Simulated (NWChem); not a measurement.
All runs are NWChem calculations. System: C3H3, charge 1, spin multiplicity 1, at the geometry of a parent with another charge or spin, in a state set for the comparison that need not be this species' ground state. Level: MP2/def2-TZVP, 3 core orbitals frozen.

NWChem printed:

```
             Northwest Computational Chemistry Package (NWChem) 7.3.0
             --------------------------------------------------------

                                NWChem Input Module
                                -------------------

 Scaling coordinates for geometry "geometry" by  1.889725989
 (inverse scale =  0.529177249)

 Turning off AUTOSYM since
 SYMMETRY directive was detected!

                             Geometry "geometry" -> ""
                             -------------------------

 Output coordinates in angstroms (scale by  1.889725989 to convert to a.u.)

  No.       Tag          Charge          X              Y              Z
 ---- ---------------- ---------- -------------- -------------- --------------
    1 C                    6.0000     0.00000000     0.00000000    -1.25820600
    2 C                    6.0000     0.00000000     0.00000000     0.11427300
    3 C                    6.0000     0.00000000     0.00000000     1.34694000
    4 H                    1.0000     0.93901400     0.00000000    -1.81924200
    5 H                    1.0000    -0.93901400     0.00000000    -1.81924200
    6 H                    1.0000     0.00000000     0.00000000     2.42044300

 Effective nuclear repulsion energy (a.u.)      53.0529100998

            Nuclear Dipole moment (a.u.)
            ----------------------------
        X                 Y               Z
 ---------------- ---------------- ----------------
     0.0000000000     0.0000000000     0.0000018897

      Symmetry information
      --------------------

 Group name             C2v
 Group number             16
 Group order               4
 No. of unique centers     5

      Symmetry unique atoms

     1    2    3    4    6


 Summary of "ao basis" -> "" (spherical)
 ------------------------------------------------------------------------------
       Tag                 Description            Shells   Functions and Types
 ---------------- ------------------------------  ------  ---------------------
 *                         def2-tzvp                  on all atoms

 Summary of "ao basis" -> "ao basis" (spherical)
 ------------------------------------------------------------------------------
       Tag                 Description            Shells   Functions and Types
 ---------------- ------------------------------  ------  ---------------------
 C                         def2-tzvp                11       31   5s3p2d1f
 H                         def2-tzvp                 4        6   3s1p

                                 NWChem SCF Module
                                 -----------------

  ao basis        = "ao basis"
  functions       =   111
  atoms           =     6
  closed shells   =    10
  open shells     =     0
  charge          =   1.00
  wavefunction    = RHF
  use symmetry    = T
  symmetry adapt  = T

 Summary of "ao basis" -> "ao basis" (spherical)
 ------------------------------------------------------------------------------
       Tag                 Description            Shells   Functions and Types
 ---------------- ------------------------------  ------  ---------------------
 C                         def2-tzvp                11       31   5s3p2d1f
 H                         def2-tzvp                 4        6   3s1p

      Symmetry analysis of basis
      --------------------------

        a1         51
        a2         10
        b1         27
        b2         23

 Forming initial guess at       0.1s

      Superposition of Atomic Density Guess
      -------------------------------------

 Sum of atomic energies:        -114.51341220

 Renormalizing density from      21.00 to     20

      Non-variational initial energy
      ------------------------------

 Total energy =    -111.916404
 1-e energy   =    -244.706105
 2-e energy   =      79.736790
 HOMO         =      -0.690354
 LUMO         =      -0.528076

      Symmetry analysis of molecular orbitals - initial
      -------------------------------------------------

  Numbering of irreducible representations:

     1 a1          2 a2          3 b1          4 b2

  Orbital symmetries:

     1 a1          2 a1          3 a1          4 a1          5 a1
[...]
 Vector    9  Occ=2.000000D+00  E=-6.897436D-01  Symmetry=b2
              MO Center=  5.1D-18,  2.6D-16,  1.1D-01, r^2= 1.6D+00
   Bfn.  Coefficient  Atom+Function         Bfn.  Coefficient  Atom+Function
  ----- ------------  ---------------      ----- ------------  ---------------
    38      0.310439  2 C  py                41      0.305223  2 C  py
    69      0.189583  3 C  py                10      0.176858  1 C  py
    72      0.174790  3 C  py                 7      0.170818  1 C  py

 Vector   10  Occ=2.000000D+00  E=-6.656414D-01  Symmetry=b1
              MO Center=  1.5D-14, -4.9D-17,  6.7D-01, r^2= 1.7D+00
   Bfn.  Coefficient  Atom+Function         Bfn.  Coefficient  Atom+Function
  ----- ------------  ---------------      ----- ------------  ---------------
    68      0.320129  3 C  px                71      0.297130  3 C  px
    37      0.260251  2 C  px                40      0.254132  2 C  px

 Vector   11  Occ=0.000000D+00  E=-2.509724D-01  Symmetry=b2
              MO Center= -3.3D-16, -1.5D-16, -2.2D-01, r^2= 3.1D+00
   Bfn.  Coefficient  Atom+Function         Bfn.  Coefficient  Atom+Function
  ----- ------------  ---------------      ----- ------------  ---------------
    13      0.351117  1 C  py                10      0.306278  1 C  py
     7      0.293720  1 C  py                69     -0.250252  3 C  py
    75     -0.247563  3 C  py                72     -0.240292  3 C  py

 Vector   12  Occ=0.000000D+00  E=-7.460473D-02  Symmetry=b1
              MO Center= -2.7D-14, -8.0D-17,  2.9D-01, r^2= 3.8D+00
   Bfn.  Coefficient  Atom+Function         Bfn.  Coefficient  Atom+Function
  ----- ------------  ---------------      ----- ------------  ---------------
    74     -0.699825  3 C  px                43      0.651811  2 C  px
    96     -0.641620  4 H  s                102      0.641620  5 H  s
    12      0.278449  1 C  px                37      0.267288  2 C  px
    68     -0.244884  3 C  px                40      0.238447  2 C  px
    71     -0.207011  3 C  px

 Vector   13  Occ=0.000000D+00  E=-3.318143D-02  Symmetry=a1
              MO Center=  2.9D-15,  2.2D-18, -1.6D+00, r^2= 5.2D+00
   Bfn.  Coefficient  Atom+Function         Bfn.  Coefficient  Atom+Function
  ----- ------------  ---------------      ----- ------------  ---------------
    67     -4.370120  3 C  s                 36      4.325985  2 C  s
    45      3.081376  2 C  pz                76      2.421145  3 C  pz
    96      1.539849  4 H  s                102      1.539849  5 H  s
     4     -1.035668  1 C  s                 14      0.941859  1 C  pz
   108     -0.833196  6 H  s                 42     -0.569302  2 C  pz

 center of mass
 --------------
 x =   0.00000000 y =   0.00000000 z =   0.05852263

 moments of inertia (a.u.)
 ------------------
         190.918726627023           0.000000000000           0.000000000000
           0.000000000000         197.265557550496           0.000000000000
           0.000000000000           0.000000000000           6.346830923473

  Mulliken analysis of the total density
  --------------------------------------

    Atom       Charge   Shell Charges
 -----------   ------   -------------------------------------------------------
    1 C    6     5.97   0.86  1.12  0.54  0.64  0.19  1.13  1.16  0.26  0.02  0.05  0.00
    2 C    6     6.05   0.86  1.12  0.49  0.74  0.05  1.25  1.26  0.18  0.02  0.06  0.01
    3 C    6     5.81   0.86  1.12  0.55  0.56  0.10  1.13  1.22  0.23  0.02  0.01  0.01
    4 H    1     0.73   0.25  0.43  0.03  0.02
    5 H    1     0.73   0.25  0.43  0.03  0.02
    6 H    1     0.71   0.24  0.41  0.03  0.03

       Multipole analysis of the density wrt the origin
       ------------------------------------------------

     L   x y z        total         open         nuclear
     -   - - -        -----         ----         -------
     0   0 0 0      1.000000      0.000000     21.000000

     1   1 0 0     -0.000000      0.000000      0.000000
     1   0 1 0      0.000000      0.000000      0.000000
     1   0 0 1     -0.340869      0.000000      0.000002

     2   2 0 0    -11.526584      0.000000      6.297553
     2   1 1 0      0.000000      0.000000      0.000000
     2   1 0 1     -0.000000      0.000000      0.000000
     2   0 2 0    -12.206785      0.000000      0.000000
     2   0 1 1      0.000000      0.000000      0.000000
     2   0 0 2      1.302305      0.000000    117.631413

                   NWChem MP2 Semi-direct Energy/Gradient Module
                   ---------------------------------------------

  Basis functions       =    111
  Molecular orbitals    =    111
  Frozen core           =      3
  Frozen virtuals       =      0
  Active alpha occupied =      7
  Active beta occupied  =      7
  Active alpha virtual  =    101
  Active beta virtual   =    101
  Use MO symmetry       = T
  Use skeleton AO sym   = T

  AO/Fock/Back tols     =   1.0D-09  1.0D-09  1.0D-09

 GA uses MA = F    GA memory limited = T

 Available:
  local mem=  1.26D+08
 global mem=  1.44D+08
 local disk=  0.00D+00
  mp2_memr nvloc                   101
  nvloc new                   101
   1 passes of   7:        4194304                      60470                  14802107.
   1 passes of   7: M    126140563           G      144154558           F     121946259.

 Semi-direct pass number   1 of   1  for RHF alpha+beta  at        1.7s
  vrange nnbf                  6149
  mp2_eaftype                    56  avail_ma_in_mb                  1099
 EAF : mp2_eaftype filesize          56    7401054.
  mp2_eaf for mointskh                     56
Node 0 wrote     34.8 Mb in      0.0 s     Agg I/O rate:  2557.5 Mb/s
 Done moints_semi at        4.2s
  mp2_eaftype                    56  avail_ma_in_mb                  1043
 EAF : mp2_eaftype filesize          56    7401054.
  mp2_eaf for kh                    56
 Done maket at        4.4s
 Done multipass loop at        4.4s

          -------------------------------------------
          SCF energy                -114.990166532344
          Correlation energy          -0.419877541160
          Singlet pairs               -0.276757339035
          Triplet pairs               -0.143120202125
          Total MP2 energy          -115.410044073504
          -------------------------------------------

          ---------------------------------------------------
                    Spin Component Scaled (SCS) MP2
          Same spin pairs                     -0.095413468084
          Same spin scaling factor             0.333333333333
          Opposite spin pairs                 -0.324464073076
          Opposite spin scaling fact.          1.200000000000
          SCS-MP2 correlation energy          -0.421161377053
          Total SCS-MP2 energy              -115.411327909397
          ---------------------------------------------------

 -----------------------
 Performance information
 -----------------------

 Timer overhead =  1.79D-07 seconds/call

               Nr. of calls         CPU time (s)                 Wall time (s)                GFlops
             ---------------    -------------------     ------------------------------   -------------------
Name         Min   Avg   Max    Min     Avg     Max     Min     Avg     Max   Mx/calls   Min     Max     Sum
mp2: moin     1     1     1    2.5     2.5     2.5      2.5     2.5     2.5     2.5      0.0     0.0     0.0
mp2: make     1     1     1   0.11    0.11    0.11     0.11    0.11    0.11    0.11      0.0     0.0     0.0
mp2: tota     1     1     1    2.7     2.7     2.7      2.7     2.7     2.7     2.7      0.0     0.0     0.0

 The average no. of pstat calls per process was 3.00D+00
 with a timing overhead of 5.36D-07s

 Task  times  cpu:        4.3s     wall:        4.3s

 Total times  cpu:        4.4s     wall:        4.4s
```

### Question
Write an NWChem input that would produce this output.

### Answer
One answer among several that fit: 
```
start mol
memory heap 200 mb stack 900 mb global 1100 mb
charge 1
geometry units angstroms nocenter noautoz
  C      0.000000     0.000000    -1.258206
  C      0.000000     0.000000     0.114273
  C      0.000000     0.000000     1.346940
  H      0.939014     0.000000    -1.819242
  H     -0.939014     0.000000    -1.819242
  H      0.000000     0.000000     2.420443
  symmetry group C2v
end
basis spherical
  * library def2-tzvp
end
scf
  rhf
  nopen 0
  maxiter 100
  thresh 1e-7
  semidirect memsize 60000000 filesize 0
end
mp2
  freeze core 3
end
task mp2 energy
```
